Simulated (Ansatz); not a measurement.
Coupled-cluster diagnostics for PAsSbSb tetrahedron (Sb₂AsP), Ansatz.

Geometry of the singlet (PBE0-D4/def2-SVP):

```csv
atom,x (Å),y (Å),z (Å)
P1,-1.374,-0.385,0.270
As2,0.807,-1.246,0.349
Sb3,0.416,1.270,1.008
Sb4,0.152,0.361,-1.628
```

In the def2 sets Sb takes a core potential; there is no spin–orbit coupling. Correlated methods freeze 22 core orbitals; core or outer-core shells of As, Sb are correlated, in sets that lack core-valence functions.

(1) Estimate the CCSD(T) correlation energy, the shares of MP2 and (T), T1 and the reference's ⟨S²⟩ for: charge 0, singlet, own geometry in def2-TZVP; and the rough time on 4 threads of Intel Xeon on a shared host.

## Answers

(1) 
| state | basis | correlation (eV) | MP2 share (%) | (T) share (%) | T1 | ⟨S²⟩ (pure) | wall time |
| --- | --- | --- | --- | --- | --- | --- | --- |
| charge 0, singlet, own geometry | def2-TZVP | -30.409 | 99.2 | 5.0 | 0.014 | 0.00 (0.00) | 91 s |
Customary marks for T1 are 0.02 (closed shells), 0.045 (open shells) and about 0.05 (3d metals). T1 stays under 0.02 throughout.
